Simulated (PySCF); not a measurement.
Species: C₅H₁₂FPSi.
SMILES with atom numbers: `[CH3:1][P:2]1[CH2:3][CH2:4][SiH:5]([F:6])[CH2:7][CH2:8]1` (hydrogens: H9, H10, H11 on C1; H12, H13 on C3; H14, H15 on C4; H16 on Si5; H17, H18 on C7; H19, H20 on C8)

Geometry (PBE0-D3(BJ)/def2-SVP, Å), atoms numbered from 1 in this order:
```xyz
20
C5H12FPSi angstrom
C     -2.9145   -0.2313   -0.8200
P     -1.4282   -0.2294    0.2758
C     -0.6670    1.3932   -0.2424
C      0.7494    1.5764    0.3203
Si     1.9164    0.2803   -0.3612
F      3.3280    0.3133    0.4573
C      1.1088   -1.3978   -0.1641
C     -0.3309   -1.3840   -0.6949
H     -3.4106   -1.2118   -0.7607
H     -3.6314    0.5247   -0.4652
H     -2.6669   -0.0209   -1.8735
H     -0.6657    1.4621   -1.3464
H     -1.3342    2.1942    0.1187
H      1.1305    2.5877    0.0998
H      0.7355    1.4838    1.4209
H      2.2366    0.5538   -1.7952
H      1.7083   -2.1713   -0.6726
H      1.1145   -1.6564    0.9098
H     -0.3559   -1.1028   -1.7645
H     -0.7797   -2.3898   -0.6275
```

All values: PBE0/pcSseg-1 (PySCF, non-relativistic), on one gas-phase PBE0-D3(BJ)/def2-SVP geometry that isn't relaxed in the solvent. The solvent is an IEF-PCM continuum (Bondi radii, 1.10 Å for H, scaled by 1.2). Only the electrostatic response of the medium enters.

| medium | total energy (Eh) | HOMO (eV) | LUMO (eV) | dipole (D) |
| --- | --- | --- | --- | --- |
| gas phase | -927.880755 | -6.619 | 0.656 | 2.418 |
| acetonitrile (ε = 35.69) | -927.887915 | -6.582 | 0.835 | 3.144 |

**Question.** What is E(solvent) − E(gas) in acetonitrile, in kcal/mol?

**Answer.** -927.887915 − (-927.880755) = -0.007160 Eh = -4.49 kcal/mol.

**Question.** Scale it by Onsager's factor (ε − 1)/(2ε + 1) to chloroform (ε = 4.711), and compare with the calculation.

**Answer.** The factor goes from 0.479 to 0.356, a ratio of 0.743, which gives -3.34 kcal/mol. The calculation gives -3.23 kcal/mol (total energy -927.885910 Eh), so the scaled value is 3.2 % too large in size.

**Question.** Scale the changes of the other columns the same way. What are the values in chloroform?

**Answer.** 
```csv
quantity,scaled,computed,difference
HOMO (eV),-6.591,-6.569,-0.022
LUMO (eV),0.789,0.798,-0.009
dipole (D),2.958,2.908,+0.050
```

**Question.** How does each lowering split into the polarisation term (half the interaction with the induced surface charges) and the distortion of the solute's density?

**Answer.** acetonitrile: -5.17 + 0.68 kcal/mol, the distortion taking back 13 % of the polarisation term; chloroform: -3.56 + 0.33 kcal/mol, the distortion taking back 9 % of the polarisation term.
